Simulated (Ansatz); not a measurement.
Reaction (ligand exchange at the Si–O bond): `C[SiH2]O[SiH2]F` + `O[SiH](O)O` → `O[SiH](O)O[SiH2]F` + `C[SiH2]O`

Computed with Ansatz on PBE0-D4/def2-TZVP structures; ΔE is electronic, products minus reactants. CBS: MP2 limit from def2 TZ/QZ plus the TZ coupled-cluster correction, frozen cores. This one scheme is used for every species. Functionals use def2-TZVPP. Each species was taken in one conformer, which may not be the lowest.

Problem. Is it downhill or uphill in electronic energy at CCSD(T)/CBS, and by how much? (An estimate is asked.)

Solution. Computed: Uphill: ΔE = +1.2 kcal/mol.

Problem. What do these levels give: PBE-D4, BLYP-D4, r2SCANh-D4, ωB97M-V, r2SCAN0, CCSD/CBS(def2)? (An estimate is asked.)

Solution. Ansatz gave: PBE-D4 1.4, BLYP-D4 1.4, r2SCANh-D4 1.3, ωB97M-V 1.4, r2SCAN0 1.3, CCSD/CBS(def2) 1.2 kcal/mol.

Largest T1 diagnostic among the species: 0.012.

Leaving LDA and LC-ωPBE aside and taking each functional with its dispersion term where it has one, the values, not all of them listed here, spread over 0.2 kcal/mol, from B97M-V to revPBE-D4.
